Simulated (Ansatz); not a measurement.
## A substitution series on Ge: H to CH3

On one Ge centre that keeps Br, n of the H ligands are replaced by CH3. The dipole moment y in D at wB97M-V/def2-TZVPP. Shapes: PBE0-D4/def2-TZVP. Programs: Ansatz 0.2.0.

```
   molecule  n  y (D)
     GeH3Br  0   1.95
GeH2(CH3)Br  1   2.48
GeH(CH3)2Br  2      ?
 Ge(CH3)3Br  3   2.94
```

Problem. Fit y = c + s·n to the known rows and predict GeH(CH3)2Br.

Solution. 
1. Means of the 3 rows: n = 1.33333, y = 2.457.
2. Σ(Δn)² = 4.6667, Σ(Δn·Δy) = 1.4733, so the slope is 1.4733/4.6667 = 0.3157.
3. Intercept: 2.457 − (0.3157) × 1.33333 = 2.036. The largest residual of the fit is 0.13.
4. GeH(CH3)2Br: 2.036 + (0.3157) × 2 = 2.67 D.

The run gave 2.77 D, so the prediction is off by -0.10 D, within the largest residual. The step per swap drifts from +0.53 to +0.17 D. Other levels give for GeH(CH3)2Br: PBE-D4/def2-TZVPP 2.67; r2SCAN-D4/def2-TZVPP 2.77 D. Relativity is left out for Br, Ge.
